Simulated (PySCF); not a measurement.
**Highest orbital energy against ionisation energy along the 5p block**

Calculated with PySCF 2.14, no spin-orbit coupling. Each cell gives −ε(HOMO) / ΔSCF in eV; NIST values include spin-orbit coupling, (s) semi-empirical, (t) theoretical.

```tsv
species	UHF	LDA	PBE	PBE0	r2SCAN	NIST (lowest levels)
In (aug-cc-pV5Z-PP with ECP28MDF, ECP)	5.488 / 5.220	2.858 / 5.720	2.830 / 5.596	3.598 / 5.625	3.059 / 5.724	5.786
Sn (aug-cc-pV5Z-PP with ECP28MDF, ECP)	7.268 / 6.848	4.169 / 7.415	4.120 / 7.266	5.034 / 7.309	4.406 / 7.409	7.344
Sb (aug-cc-pV5Z-PP with ECP28MDF, ECP)	9.097 / 8.573	5.522 / 9.120	5.466 / 8.965	6.522 / 9.040	5.828 / 9.166	8.608
Te (aug-cc-pV5Z-PP with ECP28MDF, ECP)	8.499 / 7.734	5.402 / 9.001	5.272 / 8.733	6.289 / 8.731	5.507 / 8.748	9.010
I (aug-cc-pV5Z-PP with ECP28MDF, ECP)	10.411 / 9.536	6.865 / 10.788	6.720 / 10.500	7.867 / 10.523	6.994 / 10.527	10.451
Xe (aug-cc-pV5Z-PP with ECP28MDF, ECP)	12.415 / 11.445	8.372 / 12.606	8.227 / 12.320	9.513 / 12.382	8.581 / 12.415	12.130
```

Task: How far is −ε(HOMO) from ΔSCF on average for each method, and why?

Result: UHF 0.64 eV; LDA -3.58 eV; PBE -3.46 eV; PBE0 -2.46 eV; r2SCAN -3.27 eV. Hartree-Fock orbital energies lack relaxation and so exceed the ΔSCF value; semilocal functionals have convex E(N) from self-interaction, so their HOMO lies far too high; exact exchange moves hybrids part of the way back.
